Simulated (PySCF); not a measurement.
C3H9BeN. Atoms are numbered in the order given.

```xyz
14

Be     0.6184     0.5625    -0.5091
C      1.6840     1.5390    -1.3772
H      2.7204     1.1564    -1.3545
H      1.7224     2.5632    -0.9617
H      1.4000     1.6423    -2.4396
N     -0.3378    -0.3094     0.2754
C     -1.2069     0.1903     1.3219
C     -0.4825    -1.7351     0.0593
H     -2.2766     0.0157     1.0887
H     -1.0020    -0.2968     2.2965
H     -1.0734     1.2760     1.4619
H     -0.2415    -2.3176     0.9712
H     -1.5164    -2.0050    -0.2363
H      0.1906    -2.0838    -0.7417
```
Charge 0, spin multiplicity 1.

The structure is a stationary point at ωB97X-D3(BJ)/def2-SVP. The structure was generated by enumeration; whether it is a known compound was not checked. One conformer was computed; it need not be the lowest.

Level of theory: IEF-PCM-PBE0/def2-SVP (PySCF 2.14.0).

The values are the electrostatic part of the solvation free energy, E(continuum) − E(gas) at the gas-phase geometry, in a cavity of scaled van der Waals radii (PySCF's table); cavitation and dispersion terms are not included. A continuum can't describe solvent molecules that bind to the metal. In vacuum the orbital gap is 6.74 eV. The dipole moment in vacuum is 0.80 D.

Task: Estimate the values in water (ε = 78.36), benzene (ε = 2.27), toluene (ε = 2.37). (Estimate from the structure and the level; the computed values follow.)

Result: 
| solvent | ε | ΔG(elec) (kcal/mol) | dipole (D) | gap (eV) |
|---|---|---|---|---|
| water | 78.36 | -2.3 | 0.89 | 6.86 |
| benzene | 2.27 | -0.9 | 0.85 | 6.81 |
| toluene | 2.37 | -1.0 | 0.86 | 6.81 |
